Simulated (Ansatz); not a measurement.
The same molecule with X = F, Cl, Br. Ansatz, PBE0-D4/def2-TZVP geometries, multiplicity 1. Each molecule was computed in one conformer, which needn't be the lowest.

Scalar relativity is left out up to krypton.

| X | molecule | mean X–Si bond length / Å | HOMO–LUMO gap (PBE0/def2-TZVPP) / eV | size of the dipole moment (B3LYP/def2-TZVPP) / D | HOMO energy (PBE0/def2-TZVPP) / eV |
| --- | --- | --- | --- | --- | --- |
| F | `O=C[SiH2]F` | 1.600 | 5.43 | 0.99 | -7.41 |
| Br | `O=C[SiH2]Br` | 2.218 | 5.38 | 0.95 | -7.44 |

Q: Give the row for X = Cl, `O=C[SiH2]Cl`. (An estimate is asked.)

A: Computed: 
```
 X       molecule  mean X–Si bond length / Å  HOMO–LUMO gap (PBE0/def2-TZVPP) / eV  size of the dipole moment (B3LYP/def2-TZVPP) / D  HOMO energy (PBE0/def2-TZVPP) / eV
Cl  `O=C[SiH2]Cl`                      2.052                                  5.39                                              1.01                               -7.42
```

From F to Br the mean X–Si bond length rises at each step, by 0.618 Å in all; the HOMO–LUMO gap (PBE0/def2-TZVPP) hardly changes; the HOMO energy (PBE0/def2-TZVPP) hardly changes. Bonds lengthen as the atom grows down the group. Dipoles are sizes alone, and their direction can turn along the series.

B3LYP here is the variant with VWN-RPA as its local correlation; programs differ in this.

Spin–orbit coupling is left out; it splits and shifts lone-pair levels of the heavy atoms by tenths of an eV.
